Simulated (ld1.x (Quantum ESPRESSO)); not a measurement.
# Ti: one change to a TM potential, before and after

| Quantity | Value |
| --- | --- |
| Element | Ti |
| Generator | ld1.x (Quantum ESPRESSO) 7.5 |
| Type | norm-conserving Troullier–Martins (Kleinman–Bylander form) |
| Functional | PBE |
| Relativity | non-relativistic |
| Frozen core | [Ar] |
| Valence charge | 4 |
| Reference configuration | 3d2 4s0.5 4p0 (charge +1.5) |
| Partial waves | 4s (bound): rc 2.00 bohr; 4p (bound, empty): rc 2.35 bohr; 3d (bound): rc 2.05 bohr |
| Local potential | all-electron potential smoothed inside 1.80 bohr (lloc = -2) |
| Core correction | none |

Change: all radii scaled by about 1.35 (s 2.70, p 3.18, d 2.78 bohr); local potential all-electron potential smoothed inside 2.44 bohr (lloc = -2).

Cutoffs: the cutoffs (Ry, on a coarse ladder) from which the occupation-weighted sum of valence levels, in a spherical-Bessel basis at the reference potential, stays within 10 and 1 mRy of its value at 400 Ry; they do not see the model core or the augmentation charge, which bear on the density cutoff. Errors are all-electron minus pseudo energies relative to the spin-unpolarised reference configuration.

Question: Predict the effect on cutoff, ghosts and configuration errors.

Answer: The potential gets softer (50 Ry and 60 Ry → 35 Ry and 40 Ry); the bound ghost in s disappears; of the 7 tests that both files solve, the error grows in 0 and shrinks in 5 by more than 15 % and 0.3 meV (median size 103.0 → 84.1 meV). A larger radius leaves more room for a smooth pseudo-wave, so fewer plane waves are needed. That the errors move this way runs against the usual rule that smaller radii transfer better.

| quantity | base | changed |
| --- | --- | --- |
| cutoff, loose | 50 Ry | 35 Ry |
| cutoff, tight | 60 Ry | 40 Ry |
| loose cutoff by channel (10 mRy a level) | s 15 Ry, d 50 Ry | s 6 Ry, d 30 Ry |
| bound ghosts | s | none |
| error for 3d2 4s2 4p0, meV [ΔE -13.21 eV] | +200 | +154 |
| error for 3d2 4s1 4p0, meV [ΔE -5.92 eV] | +43 | +33 |
| error for 3d2 4s0 4p0, meV [ΔE 7.55 eV] | +69 | +53 |
| error for 3d2 4s1.5 4p0, meV [ΔE -10.30 eV] | +122 | +94 |
| error for 3d2 4s0 4p1, meV [ΔE -2.22 eV] | +19 | +17 |
| error for 3d3 4s1 4p0, meV [ΔE -12.26 eV] | +103 | +84 |
| error for 3d1 4s2 4p1, meV [ΔE -8.35 eV] | +494 | +560 |

 A true bound ghost makes a file unfit for plane-wave use even where its test errors are small: the radial tests pick states by their node count and pass the ghost by.
